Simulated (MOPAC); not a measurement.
MOPAC input (AM1):

```
AM1 1SCF CHARGE=-1 GEO-OK AUX(PRECISION=9) THREADS=1
AsF2

As   -0.14653518 1   -0.20555075 1    0.32176302 1
F     1.33592544 1   -0.37212610 1   -0.58230773 1
F    -0.79862979 1    1.12581217 1   -0.59749001 1
```

Task: What heat of formation does the run end on, and which ionisation energy by Koopmans theorem?

Result: -115.90 kcal/mol; 1.42 eV.
